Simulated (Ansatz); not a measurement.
Ansatz (a first-principles code) input (RI-MP2/def2-QZVPPD):
A basis named .json is the Basis Set Exchange file of that set.

Ansatz 0.2 input:
```yaml
crystal:
  periodic: [false, false, false]
  atoms:
    - {symbol: W, position_ang: [0.42115097, -0.05322393, 0.14611469]}
    - {symbol: O, position_ang: [1.85423503, -0.54735741, -0.71954462]}
    - {symbol: O, position_ang: [1.09166055, 0.17506305, 1.74159764]}
    - {symbol: Br, position_ang: [-0.39170710, 1.99232200, -0.70617617]}
    - {symbol: Br, position_ang: [-1.17207395, -1.79469555, 0.16363585]}
basis:
  gaussian:
    orbitals: def2-QZVPPD.json
    fitting: {mean_field: def2-universal-jkfit, correlation: def2-QZVPPD-RIFIT.json}
total_charge: 1
magnetization: {spin_polarized: true, initial_magnetization: 1}
correlation: {method: mp2, electrons: outside_noble_gas}
```

Output:

```
Functional definition: HF
integrals: 1.31 GiB planned
913 factors; integrals over basis functions are off by at most 1.3e0 eV
mean field: 2.80 GiB planned
mean field evaluation 1: about -145858.9414 eV, gradient 6.7e1 eV
mean field evaluation 2: about -145780.5926 eV, gradient 1.6e2 eV
mean field evaluation 4: about -145876.2941 eV, gradient 3.4e0 eV
mean field evaluation 8: about -145876.5042 eV, gradient 7.1e-1 eV
mean field evaluation 16: about -145877.6858 eV, gradient 3.3e-1 eV
mean field evaluation 32: about -145878.7263 eV, gradient 1.8e-1 eV
mean field evaluation 64: about -145873.4746 eV, gradient 6.5e0 eV
mean field evaluation 96: about -145876.4103 eV, gradient 5.1e-3 eV
mean field evaluation 128: about -145877.9561 eV, gradient 3.4e0 eV
mean field evaluation 160: about -145877.2741 eV, gradient 1.2e1 eV
mean field -145878.72989507 eV, -5360.9444434891 hartree, gradient 4.3e-6 eV, S^2 1.192224; 13 other end points of the search recorded, 0 dependent functions left out
34 core orbitals not correlated
1203 factors; their error is unknown
reference -145878.72989507 eV, -5360.9444434891 hartree; 16, 15 occupied and 362, 363 virtual orbitals, 1203 factors
second order -28.25710136 eV of doubles, -0.00000000 eV of singles
Total energy: -145906.98699643 eV, -5361.9828728109 hartree
```

The spin state was set by rule; other spins were not relaxed.

The determinant is spin-contaminated: <S^2> is 1.19 against 0.75 for a pure state.
